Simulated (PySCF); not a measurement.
Identify the unknown among the candidates.

All candidates are C3H10O2SSi2.

| technique | computed result |
| --- | --- |
| 13C NMR | chemical shifts (computed TMS as zero) by class: 233.2 (1 C), 55.0 (1 C), 35.7 (1 C) ppm [GIAO PBE0/pcSseg-1] |
| Rotational structure | rotational constants A, B, C: 4.120, 0.393, 0.364 GHz [GFN2-xTB] |
| 1H NMR | chemical shifts (computed TMS as zero) by class: 5.05 (2 H), 4.87 (3 H), 3.86 (2 H), 2.78 (3 H) ppm [GIAO PBE0/pcSseg-1] |
| NMR, other nuclei | isotropic shieldings of nuclei other than C and H, by class: 55 (1 O), 366 (1 O), 380 (1 Si), 386 (1 Si), 45 (1 S) ppm [GIAO PBE0/pcSseg-1] |
| Dipole | 3.12 D [PBE0/pcSseg-1] |

Gas-phase values; electronic properties from PySCF, density fitting. Levels stand in brackets. Geometry: GFN2-xTB, one conformer, isolated molecule. GFN2-xTB frequencies show an imaginary mode (80i cm⁻¹), so this geometry is no minimum at that level. NMR values are class means; diastereotopic atoms form classes of their own.

**Question.** Which candidate is it?
A. `CC(=O)C[Si@H](O)[SiH2]S`
B. `CC(=S)O[SiH2]CO[SiH3]`
C. `C[SiH2]CS[Si@@H](O)C=O`
D. `CC(=S)O[SiH2]OC[SiH3]`
E. `CC(=O)[C@H]([SiH3])O[SiH2]S`

**Answer.** B. It is `CC(=S)O[SiH2]CO[SiH3]`. Numbering: `[CH3:1][C:2](=[S:3])[O:4][SiH2:5][CH2:6][O:7][SiH3:8]`. Its formula, C3H10O2SSi2, gives 1 degree of unsaturation: 0 rings and 1 π bond in the structure found. 3 carbons fall into 3 classes; from least to most shielded: thiocarbonyl carbon [C2] (233.2 ppm), sp3 carbon bound to oxygen [C6] (55.0 ppm), methyl carbon [C1] (35.7 ppm). Hydrogen classes from least to most shielded: 2 H on an oxygen-bound silicon, Si5 (5.05 ppm), 3 H on an oxygen-bound silicon, Si8 (4.87 ppm), 2 H on an sp3 carbon bound to oxygen, C6 (3.86 ppm), 3 H on a methyl carbon, C1 (2.78 ppm, a mean of values up to 0.7 ppm apart in this geometry). The other shieldings belong to: 55 ppm, silyl ether oxygen [O4]; 366 ppm, silyl ether oxygen [O7]; 380 ppm, oxygen-bound silicon [Si8]; 386 ppm, oxygen-bound silicon [Si5]; 45 ppm, thiocarbonyl sulfur [S3]. The optimised geometry has point group C1 and is an asymmetric top.

The others, at the same levels:
- `CC(=O)[C@H]([SiH3])O[SiH2]S` fails: its computed 13C shifts are 217.3 (1 C), 78.5 (1 C), 25.9 (1 C) ppm, 1H shifts are 5.90 (1 H), 4.95 (1 H), 4.93 (1 H), 4.23 (3 H), 2.10 (3 H), 1.34 (1 H) ppm and rotational constant A is 1.603 GHz (against 4.120 GHz).
- `CC(=S)O[SiH2]OC[SiH3]` fails: its computed 13C shifts are 233.1 (1 C), 49.7 (1 C), 37.4 (1 C) ppm, 1H shifts are 5.21 (2 H), 3.94 (2 H), 3.94 (3 H), 2.74 (3 H) ppm and rotational constant A is 3.190 GHz (against 4.120 GHz).
- `CC(=O)C[Si@H](O)[SiH2]S` fails: its computed 13C shifts are 217.6 (1 C), 36.0 (1 C), 35.8 (1 C) ppm, 1H shifts are 5.64 (1 H), 4.88 (1 H), 4.78 (1 H), 3.19 (1 H), 2.58 (1 H), 2.54 (3 H), 2.36 (1 H), -0.05 (1 H) ppm and rotational constant A is 1.543 GHz (against 4.120 GHz).
- `C[SiH2]CS[Si@@H](O)C=O` fails: its computed 13C shifts are 246.7 (1 C), 6.9 (1 C), -5.5 (1 C) ppm, 1H shifts are 11.78 (1 H), 5.52 (1 H), 4.39 (1 H), 4.23 (1 H), 2.62 (1 H), 2.44 (1 H), 1.83 (1 H), 0.18 (3 H) ppm and rotational constant A is 3.000 GHz (against 4.120 GHz).

Each candidate is one conformer, not necessarily the lowest. Dipoles, sizes and rotational constants follow the conformer. The torsions of the flexible species, by atom-mapped SMILES:
- `[CH3:1][C:2](=[S:3])[O:4][SiH2:5][CH2:6][O:7][SiH3:8]`: C1–C2–O4–Si5 179°, C2–O4–Si5–C6 180°, O4–Si5–C6–O7 179°, Si5–C6–O7–Si8 164°
- `[CH3:1][C:2](=[O:3])[C@H:4]([SiH3:5])[O:6][SiH2:7][SH:8]`: C1–C2–C4–Si5 -75°, C2–C4–O6–Si7 13°, C4–O6–Si7–S8 68°, H–S8–Si7–O6 -94°
- `[CH3:1][C:2](=[S:3])[O:4][SiH2:5][O:6][CH2:7][SiH3:8]`: C1–C2–O4–Si5 180°, C2–O4–Si5–O6 180°, O4–Si5–O6–C7 177°, Si5–O6–C7–Si8 -127°

The conformers of `CC(=O)C[Si@H](O)[SiH2]S` and `C[SiH2]CS[Si@@H](O)C=O` aren't listed.
